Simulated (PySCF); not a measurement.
This PySCF input asks for the NMR shieldings of `C#CP(CC=C)C(=O)OC`, C7H9O2P; the geometry comes from GFN2-xTB.

```python
import basis_set_exchange as bse
import numpy as np
from pyscf import gto, dft
from pyscf.prop import nmr

atoms = """
C     0.306485    0.032446    2.764569
C     0.118432   -0.257420    1.612730
P    -0.204926   -0.795228   -0.035393
C    -1.367643    0.582794   -0.546884
C    -2.664763    0.466008    0.174746
C    -3.813152    0.163418   -0.402926
C     1.335847   -0.039169   -0.748168
O     1.370033    0.781188   -1.625245
O     2.387664   -0.604580   -0.170841
C     3.674144   -0.184412   -0.614827
H     0.480487    0.313965    3.762132
H    -0.880255    1.537321   -0.326232
H    -1.507868    0.497387   -1.627163
H    -2.614627    0.637231    1.242702
H    -3.882070   -0.011536   -1.464173
H    -4.730229    0.086302    0.155511
H     4.395712   -0.777696   -0.059782
H     3.775214   -0.356414   -1.688138
H     3.811711    0.878989   -0.410078
"""
names = dict.fromkeys(["C", "P", "O", "H"], "pcSseg-1")
basis = {el: gto.basis.parse(bse.get_basis(n, elements=[el], fmt="nwchem")) for el, n in names.items()}
mol = gto.M(atom=atoms, basis=basis, charge=0, verbose=0)
mf = dft.RKS(mol, xc="PBE0")
mf.grids.level = 2
mf.grids.alignment = dft.numint.BLKSIZE   # the property module wants whole blocks of grid points
mf.conv_tol = 1e-9
mf.kernel()

calc = nmr.RKS(mf)   # GIAO
C = mf.mo_coeff
Co = C[:, mf.mo_occ > 0]
resp = mf.gen_response(singlet=True, hermi=2)
def vind(x):   # induced exchange potential for any number of trial vectors
    d = np.einsum("pi,xij,qj->xpq", C, 2 * x.reshape(-1, C.shape[1], Co.shape[1]), Co, optimize=True)
    return np.einsum("xpq,pi,qj->xij", resp(d - d.transpose(0, 2, 1)), C, Co, optimize=True).ravel()
mo1, _ = nmr.rhf.solve_mo1(calc, with_cphf=vind)
sigma = calc.kernel(mo1)
for i, s in enumerate(sigma):   # ppm
    w = np.linalg.eigvalsh((s + s.T) / 2)
    print("%2d %-2s iso %8.1f  s11 %8.1f  s22 %8.1f  s33 %8.1f" % (i, mol.atom_pure_symbol(i), w.mean(), *w))
```

Problem. What are the results?

Solution. 
```
 0 C  iso     83.9  s11      7.8  s22     18.4  s33    225.3
 1 C  iso    101.1  s11     -0.6  s22      8.8  s33    295.2
 2 P  iso    389.1  s11    314.9  s22    390.2  s33    462.1
 3 C  iso    147.1  s11    125.1  s22    150.0  s33    166.1
 4 C  iso     46.1  s11    -78.3  s22     53.6  s33    162.9
 5 C  iso     62.2  s11    -51.3  s22     81.1  s33    156.8
 6 C  iso      0.8  s11    -93.5  s22     32.1  s33     63.8
 7 O  iso   -131.0  s11   -458.8  s22   -225.9  s33    291.5
 8 O  iso    132.0  s11    -55.7  s22    220.4  s33    231.4
 9 C  iso    132.4  s11    100.9  s22    116.8  s33    179.4
10 H  iso     29.2  s11     24.4  s22     24.8  s33     38.3
11 H  iso     28.4  s11     24.7  s22     28.5  s33     31.8
12 H  iso     29.1  s11     24.7  s22     28.8  s33     33.8
13 H  iso     25.4  s11     22.6  s22     23.5  s33     30.1
14 H  iso     26.1  s11     22.5  s22     25.3  s33     30.5
15 H  iso     26.3  s11     23.1  s22     25.2  s33     30.4
16 H  iso     27.9  s11     24.1  s22     26.3  s33     33.3
17 H  iso     27.6  s11     23.8  s22     25.4  s33     33.7
18 H  iso     27.7  s11     23.8  s22     25.8  s33     33.6
```

These numbers come from an equivalent density-fitted implementation of the same equations, which agrees with the script to about 0.01 ppm for H and up to a few tenths of a ppm for heavy atoms, so last digits may differ.

Size and cost of the density-fitted run: 222 basis functions, of the order of 100 core-seconds.
